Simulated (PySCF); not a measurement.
CaO₂, SMILES [O]1[O][Ca]1.

Geometry optimised at PBE0-D3(BJ)/def2-TZVP.

Level of theory: PBE/def2-TZVPD (PySCF).

The molecule is in vacuum.

Problem. Estimate the frontier levels, gap, dipole moment and polarisability. (Estimate from the structure and the level; the computed values follow.)

Solution. 
| Property | Value |
|---|---|
| highest occupied level | -3.03 eV |
| lowest empty level | -2.46 eV |
| orbital gap | 0.57 eV |
| dipole moment | 9.57 D |
| quadrupole, principal values (traceless, Buckingham form, about the centre of nuclear charge) | -3.19, 1.23, 1.95 D·Å |
| mean static polarisability | 38.8 bohr³ (5.75 Å³) |
| polarisability, principal values | 29.0, 38.0, 49.4 bohr³ |
